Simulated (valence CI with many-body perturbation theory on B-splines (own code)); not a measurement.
**E1 line list for Pr28+**

Method: relativistic CI+MBPT: three valence electrons over a frozen Dirac-Fock core [Ar] 3d10, radial functions for each j: 11 s, 11 p, 10 d, 8 f, 5 g, 2 h, with the one-electron correlation potential Σ1 (screened to all orders), the two-electron term Σ2, the three-electron term Σ3, Breit, model QED; selected single and double excitations, second order for the rest, scaled by the run's own slope (own B-spline code, finite nucleus).

The last digits are not significant, and no measured levels were compared; by estimate large intervals hold to a few tenths of a per cent, small ones and those within an open d or f shell to about a per cent.

Lines 51 to 100 of 543 in falling wavelength, among levels below 32.289 Ry, chosen from the strongest by gf and those to the six lowest levels. Wavelengths and rates use the calculated energies. Electric multipoles are in the length gauge, E1 and E2 with the static RPA response of the core. Weak lines are less certain than strong ones. Lines between different terms over intervals too small for the method are left out, as are lines whose strength nearly cancels. Where a level lies close to another of its J and parity, the split of strength between their lines is uncertain. The highest levels of a list are the least certain.

Levels are named by their leading jj configuration (3d3/2^4 stands for four electrons in 3d with j = 3/2), which in mixed levels can hold well under half, so a name can repeat and another be missing. Letters in brackets count levels of one name in rising energy.

| λ vac (nm) | Upper | Lower | A (s⁻¹) | S (a.u.) with core polarisation | S without |
| --- | --- | --- | --- | --- | --- |
| 14.27 | (4p3/2 4d3/2 4d5/2) J=7/2 [d] | (4s 4d3/2 4d5/2) J=5/2 [c] | 1.45e+10 | 1.66e-01 | 1.80e-01 |
| 14.24 | (4p3/2 4d3/2 4d5/2) J=5/2 [a] | (4s 4d3/2 4d5/2) J=3/2 [a] | 1.70e+10 | 1.46e-01 | 1.57e-01 |
| 14.21 | (4p3/2 4d3/2 4d5/2) J=11/2 | (4s 4p3/2 4f7/2) J=11/2 | 2.64e+10 | 4.49e-01 | 4.84e-01 |
| 14.21 | (4p3/2^2 4d5/2) J=5/2 [b] | (4s 4p3/2 4d5/2) J=5/2 [b] | 3.74e+10 | 3.18e-01 | 3.43e-01 |
| 14.19 | (4p3/2 4d5/2^2) J=9/2 [a] | (4s 4d3/2 4d5/2) J=7/2 [b] | 1.78e+10 | 2.51e-01 | 2.71e-01 |
| 14.09 | (4p1/2 4p3/2 4f7/2) J=11/2 | (4p3/2^2 4d5/2) J=9/2 | 1.69e+10 | 2.79e-01 | 3.01e-01 |
| 14.06 | (4p3/2^2 4d5/2) J=7/2 | (4s 4p3/2 4d5/2) J=5/2 [a] | 2.38e+10 | 2.62e-01 | 2.83e-01 |
| 14.04 | (4p1/2 4p3/2 4f7/2) J=9/2 [b] | (4p3/2^2 4d3/2) J=7/2 | 1.25e+10 | 1.70e-01 | 1.84e-01 |
| 14.03 | (4s 4p3/2 4d3/2) J=3/2 [b] | (4s^2 4d3/2) J=3/2 | 3.05e+10 | 1.66e-01 | 1.79e-01 |
| 14.02 | (4s 4p1/2 4f5/2) J=7/2 | (4s 4p3/2 4d5/2) J=7/2 [a] | 1.55e+10 | 1.69e-01 | 1.82e-01 |
| 14.01 | (4p1/2 4p3/2 4d5/2) J=5/2 [b] | (4s 4p1/2 4d5/2) J=3/2 | 2.56e+10 | 2.08e-01 | 2.25e-01 |
| 14.00 | (4s 4p3/2 4d5/2) J=7/2 [a] | (4s^2 4d5/2) J=5/2 | 1.80e+10 | 1.95e-01 | 2.10e-01 |
| 13.97 | (4p3/2 4d3/2 4d5/2) J=7/2 [d] | (4s 4p3/2 4f7/2) J=5/2 [a] | 1.83e+10 | 1.97e-01 | 2.13e-01 |
| 13.96 | (4p1/2 4p3/2 4d5/2) J=7/2 [b] | (4s 4p1/2 4d5/2) J=5/2 [b] | 2.14e+10 | 2.30e-01 | 2.48e-01 |
| 13.86 | (4p1/2 4p3/2 4d5/2) J=7/2 [a] | (4s 4p1/2 4d5/2) J=5/2 [a] | 3.79e+10 | 3.98e-01 | 4.30e-01 |
| 13.83 | (4s 4p1/2 4d3/2) J=3/2 [a] | (4s 4p1/2 4p3/2) J=3/2 [b] | 1.05e+10 | 5.47e-02 | 5.87e-02 |
| 13.73 | (4p3/2^2 4f7/2) J=9/2 | (4s 4p3/2 4f7/2) J=7/2 | 2.92e+10 | 3.73e-01 | 4.01e-01 |
| 13.73 | (4s 4p3/2 4d5/2) J=7/2 [b] | (4s^2 4d5/2) J=5/2 | 5.41e+10 | 5.53e-01 | 5.98e-01 |
| 13.71 | (4p1/2 4p3/2 4d3/2) J=5/2 [a] | (4s 4p1/2 4d3/2) J=5/2 | 2.41e+10 | 1.84e-01 | 1.98e-01 |
| 13.71 | (4p3/2 4d3/2 4d5/2) J=9/2 | (4s 4d3/2 4d5/2) J=7/2 [a] | 2.40e+10 | 3.04e-01 | 3.29e-01 |
| 13.68 | (4p3/2 4d3/2 4d5/2) J=7/2 [c] | (4s 4d3/2 4d5/2) J=5/2 [b] | 2.75e+10 | 2.78e-01 | 3.00e-01 |
| 13.66 | (4p3/2^2 4f7/2) J=7/2 | (4s 4p3/2 4f7/2) J=5/2 [a] | 1.93e+10 | 1.94e-01 | 2.09e-01 |
| 13.60 | (4p3/2 4d3/2 4d5/2) J=11/2 | (4s 4d3/2 4d5/2) J=9/2 | 5.07e+10 | 7.55e-01 | 8.15e-01 |
| 13.55 | (4s 4p3/2 4f7/2) J=9/2 [b] | (4s^2 4f7/2) J=7/2 | 3.00e+10 | 3.68e-01 | 3.97e-01 |
| 13.47 | (4p1/2 4p3/2 4d5/2) J=9/2 | (4s 4p1/2 4d5/2) J=7/2 | 2.77e+10 | 3.35e-01 | 3.61e-01 |
| 13.37 | (4p3/2^2 4d3/2) J=3/2 [b] | (4s 4p3/2 4d3/2) J=5/2 [b] | 4.03e+10 | 1.90e-01 | 2.05e-01 |
| 13.36 | (4p1/2 4p3/2 4d3/2) J=7/2 | (4s 4p1/2 4d3/2) J=5/2 | 2.03e+10 | 1.91e-01 | 2.06e-01 |
| 13.31 | (4p1/2 4p3/2 4f5/2) J=5/2 [a] | (4s 4p1/2 4f5/2) J=3/2 | 1.92e+10 | 1.34e-01 | 1.44e-01 |
| 13.28 | (4p1/2 4p3/2 4f7/2) J=9/2 [b] | (4s 4p1/2 4f7/2) J=7/2 [b] | 4.97e+10 | 5.75e-01 | 6.18e-01 |
| 13.27 | (4p1/2 4p3/2 4f7/2) J=11/2 | (4s 4p1/2 4f7/2) J=9/2 | 3.66e+10 | 5.07e-01 | 5.45e-01 |
| 13.26 | (4s 4p3/2 4d3/2) J=5/2 [b] | (4s^2 4d3/2) J=3/2 | 6.44e+10 | 4.45e-01 | 4.81e-01 |
| 13.24 | (4p3/2 4d5/2^2) J=7/2 | (4s 4d3/2 4d5/2) J=9/2 | 2.03e+10 | 1.86e-01 | 2.00e-01 |
| 13.24 | (4p3/2 4d3/2 4d5/2) J=7/2 [b] | (4s 4d3/2 4d5/2) J=7/2 [a] | 1.97e+10 | 1.80e-01 | 1.94e-01 |
| 13.19 | (4p1/2 4p3/2 4f7/2) J=9/2 [a] | (4s 4p1/2 4f7/2) J=9/2 | 1.34e+10 | 1.51e-01 | 1.63e-01 |
| 13.18 | (4s 4p1/2 4d3/2) J=5/2 | (4s 4p1/2 4p3/2) J=3/2 [b] | 2.20e+09 | 1.49e-02 | 1.62e-02 |
| 13.18 | (4p1/2 4p3/2 4f7/2) J=5/2 [b] | (4s 4p1/2 4f5/2) J=7/2 | 2.98e+10 | 2.02e-01 | 2.17e-01 |
| 13.18 | (4p3/2^2 4f7/2) J=9/2 | (4s 4p3/2 4f7/2) J=9/2 [a] | 2.49e+10 | 2.81e-01 | 3.02e-01 |
| 13.18 | (4p1/2 4p3/2^2) J=3/2 | (4s 4p1/2 4p3/2) J=5/2 | 2.23e+10 | 1.00e-01 | 1.08e-01 |
| 13.17 | (4p1/2 4p3/2 4f7/2) J=3/2 | (4s 4p1/2 4f7/2) J=5/2 | 3.79e+10 | 1.71e-01 | 1.84e-01 |
| 13.15 | (4p3/2^2 4f5/2) J=7/2 | (4s 4p3/2 4f7/2) J=7/2 | 1.53e+10 | 1.38e-01 | 1.48e-01 |
| 13.14 | (4p3/2 4d3/2^2) J=5/2 | (4s 4d3/2 4d5/2) J=5/2 [a] | 2.44e+10 | 1.64e-01 | 1.76e-01 |
| 13.13 | (4p1/2 4p3/2 4f5/2) J=9/2 | (4s 4p1/2 4f5/2) J=7/2 | 5.22e+10 | 5.84e-01 | 6.25e-01 |
| 13.09 | (4p1/2 4p3/2^2) J=5/2 | (4s 4p1/2 4p3/2) J=5/2 | 1.73e+10 | 1.15e-01 | 1.24e-01 |
| 13.09 | (4p1/2 4p3/2 4f7/2) J=7/2 [a] | (4s 4p1/2 4f7/2) J=9/2 | 2.05e+10 | 1.82e-01 | 1.95e-01 |
| 13.09 | (4p1/2 4p3/2 4f5/2) J=7/2 | (4s 4p1/2 4f5/2) J=5/2 [a] | 1.85e+10 | 1.63e-01 | 1.76e-01 |
| 13.06 | (4p3/2 4d3/2^2) J=7/2 | (4s 4p1/2 4f7/2) J=5/2 | 8.76e+10 | 7.70e-01 | 8.27e-01 |
| 13.05 | (4p3/2 4d3/2^2) J=3/2 [b] | (4s 4d3/2^2) J=1/2 | 4.08e+10 | 1.79e-01 | 1.93e-01 |
| 13.03 | (4p1/2 4p3/2 4f7/2) J=7/2 [b] | (4s 4p1/2 4f5/2) J=5/2 [b] | 2.04e+10 | 1.78e-01 | 1.92e-01 |
| 13.01 | (4p1/2 4p3/2 4f7/2) J=9/2 [a] | (4s 4p1/2 4f7/2) J=7/2 [a] | 4.46e+10 | 4.85e-01 | 5.21e-01 |
| 13.01 | (4p3/2^2 4d5/2) J=5/2 [a] | (4s 4p3/2 4d5/2) J=7/2 [a] | 5.21e+10 | 3.40e-01 | 3.66e-01 |
